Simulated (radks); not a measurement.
Results of a calculation; reference values are marked as such.
Cl2+, configuration [Ne] 3s2 3p3 (the NIST ground configuration). Level of theory: Dirac Kohn-Sham, PBEsol, spin-unpolarised, spherical densities, finite nucleus; open shells fill j = l - 1/2 first; Fermi nuclear charge, rms radius 3.3654 fm (a radial shooting solver on a logarithmic mesh with Libxc functionals).

Normalised radial functions P(r) = r R(r) (large component), r in bohr:

r          2p1/2
0.009744  0.0149
0.01099   0.0186
0.01239   0.0232
0.01397   0.0289
0.01575   0.0360
0.01775   0.0447
0.01986   0.0547
0.02239   0.0678
0.02525   0.0838
0.02846   0.1033
0.03209   0.1270
0.03618   0.1556
0.0408    0.1899
0.046     0.2308
0.05186   0.2791
0.05848   0.3358
0.06593   0.4014
0.07375   0.4713
0.08315   0.5555
0.09375   0.6494
0.1057    0.7520
0.1192    0.8619
0.1344    0.9765
0.1515    1.0925
0.1708    1.2053
0.1926    1.3097
0.2172    1.3992
0.2429    1.4635
0.2739    1.5058
0.3088    1.5152
0.3482    1.4880
0.3925    1.4230
0.4426    1.3218
0.499     1.1891
0.5626    1.0328
0.6344    0.8629
0.7153    0.6909
0.8064    0.5279
0.902     0.3923
1.017     0.2704
1.147     0.1750
1.293     0.1056
1.458     0.0589
1.644     0.0301
1.853     0.0139
2.089     0.0058
2.356     0.0021
2.656     0.0007
2.971     0.0002
3.35      0.0000
3.777     0.0000
4.258     0.0000
4.801     0.0000
5.413     0.0000

2p1/2: eigenvalue -220.41 eV, 0 radial nodes, <r> = 0.405 bohr, 90 % of the charge inside 0.673 bohr.
